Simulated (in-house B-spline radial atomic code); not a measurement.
Ionising Sm⁴⁶⁺ with different functionals

Computed with a B-spline radial code for spherical atoms: scalar-relativistic (spin-free X2C) Hamiltonian, Fermi nucleus of rms radius 5.0819 fm, spin-polarised at highest spin, spherical fractional occupations for the functionals. The ionisation energy is the difference of two self-consistent energies, [Ne] 3s2 3p4 → [Ne] 3s2 3p3, without Breit or QED terms; ε is the level of the shell that loses the electron (its least bound occupied spin orbital). There is no spin-orbit coupling in this Hamiltonian.

Hybrids are left out here: with spherical fractional occupations of an open shell their exact exchange keeps a self-interaction that integer-occupation calculations don't have.

```json
{"method": "AM05", "rung": "GGA", "ΔSCF (eV)": "3910.9", "-ε(3p) (eV)": "3863.9"}
{"method": "PBEsol", "rung": "GGA", "ΔSCF (eV)": "3911.3", "-ε(3p) (eV)": "3864.2"}
{"method": "RPBE", "rung": "GGA", "ΔSCF (eV)": "3911.4", "-ε(3p) (eV)": "3864.6"}
{"method": "BP86", "rung": "GGA", "ΔSCF (eV)": "?", "-ε(3p) (eV)": "?"}
{"method": "SCAN", "rung": "meta-GGA", "ΔSCF (eV)": "3909.2", "-ε(3p) (eV)": "3864.1"}
{"method": "r2SCAN", "rung": "meta-GGA", "ΔSCF (eV)": "?", "-ε(3p) (eV)": "?"}
```

Task: What does BP86 give?

Result: ΔSCF 3913.2 eV, and -ε(3p) = 3865.9 eV.

Task: What does r2SCAN give?

Result: ΔSCF 3908.9 eV, and -ε(3p) = 3863.8 eV.

Task: Among the functionals, which spreads more, the ΔSCF values or the orbital energies?

Result: The ΔSCF values: ΔSCF values span about 4.3 eV and the orbital energies 2.1 eV.

Task: How do they compare with the NIST value?

Result: NIST lists 3873 eV ± 4 (tabulated theory, ground level to ground level). Errors run from +35.9 to +40.2 eV. The correlated functionals all miss on the same side by more than they spread, so the cause is common to them (spin-orbit coupling, Breit-QED terms, multiplet and fine-structure energies, or a listed next ion that isn't the cheapest removal here) and closeness doesn't rank the functionals.
